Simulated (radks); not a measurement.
Question: Radial electron density D(r) = 4 pi r^2 rho(r) of an atom or ion with 57 electrons. Method: Dirac Kohn-Sham, PBE, spin-unpolarised, spherical densities, point nucleus; computed with a radial shooting solver on a logarithmic mesh with Libxc functionals.

r (bohr),D(r) (e/bohr)
0.001522,6.427
0.002047,10.27
0.002752,16.07
0.003729,24.68
0.005014,36.01
0.006741,49.87
0.009063,64.47
0.01228,76.47
0.01651,80.97
0.0222,77.17
0.03009,71.32
0.04046,75.83
0.05439,93.12
0.07372,104.3
0.09911,91.15
0.1333,77.26
0.1792,87.55
0.2428,83.11
0.3264,46.84
0.4389,34.95
0.5948,40.08
0.7997,25.18
1.075,12.41
1.457,8.499
1.959,4.112
2.634,1.083
3.541,0.2633
4.799,0.05505
6.453,0.004193

What is the nuclear charge?

Answer: Z = 60. The innermost maximum, from 1s, lies near gamma/Z bohr with gamma = sqrt(1 - (Z/c)^2) = 0.899, here 0.015 bohr (found: 0.0165), and its height grows with Z. The density is that of the neodymium ion Nd3+ in [Xe] 4f2.5 6s0.5; the configuration itself is not fixed sharply by these data, and Z only to a few units. D(r) has 4 maxima, at r = 0.0165, 0.0731, 0.204, 0.562 bohr, and minima at 0.0321, 0.134, 0.412 bohr, inside which lie 2.03, 11.16, 29.11 electrons.
